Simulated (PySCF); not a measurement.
Species: C7H7Cl2 (charge +1).
SMILES with atom numbers: `[Cl:1][CH:2]([Cl:3])[C@@H:4]1[CH:5]=[CH:6][CH:7]=[CH:8][CH+:9]1`

Probes without a nucleus sit at each ring's centroid and 1 Å off its mean plane on both sides; NICS is minus the shielding there, NICSzz its component along the normal. Level: GIAO PBE0/pcSseg-1 (PySCF, non-relativistic, gas phase) on the GFN2-xTB geometry, one conformer.

Ring bond lengths (Å), with Mayer bond orders in brackets: C4–C5 1.467 (1.05), C5–C6 1.366 (1.58), C6–C7 1.401 (1.32), C7–C8 1.399 (1.33), C8–C9 1.367 (1.57), C9–C4 1.465 (1.04).

Task: Give the NICS values of each ring in ppm.

Result: 
```
             ring                                                    type  NICS(0)  NICS(1), two faces  NICS(1)zz, two faces  rms pucker (Å)  centre to ring atoms, mean (Å)
C4–C5–C6–C7–C8–C9  6-membered carbocycle; formal bonds 2 double, 4 single      0.0         -6.1 / -5.7         -13.3 / -12.3            0.01                            1.41
```

Task: What can be read from them?

Result: 
- C4–C5–C6–C7–C8–C9: mean NICS(1)zz -12.8 ppm, shielded. C4 has four or more neighbours, and the NICS criterion for π rings isn't applied. NICS(0) lies 6 ppm above the mean NICS(1).

Task: What is the mean of the two in-plane components of NICS at the second NICS(1) probe listed for ring C4–C5–C6–C7–C8–C9, 1 Å off the ring?

Result: The isotropic value is a third of the trace: (3 × -5.7 − (-12.3))/2 = -2.4 ppm.

Task: What are the shieldings of the ring atoms and their hydrogens in the same run (means over atoms taken as equivalent)?

Result: 
```csv
atoms,environment,σ isotropic (ppm)
C4,allylic carbon,111.2
C5,alkene CH carbon,-7.6
C6,alkene CH carbon,43.5
C7,carbon bonded to 2 C and H,2.5
C8,carbon bonded to 2 C and H,42.3
C9,carbon bonded to 2 C and H,-18.2
H on C4,methine hydrogen,27.12
H on C5,vinylic hydrogen,22.09
H on C6,vinylic hydrogen,23.04
H on C7,hydrogen on carbon,22.04
H on C8,hydrogen on carbon,22.83
H on C9,hydrogen on carbon,21.00
```

Time: 36 s wall (grids of density and orbitals included); peak memory 0.93 GiB. Hardware: Arm Neoverse V2, one thread, shared host with 96 logical CPUs at a one-minute load of 63. This is the whole shielding run at PBE0/pcSseg-1, SCF included.

Conformer computed: `[Cl:1][CH:2]([Cl:3])[C@@H:4]1[CH:5]=[CH:6][CH:7]=[CH:8][CH+:9]1`: Cl1–C2–C4–C5 68°.
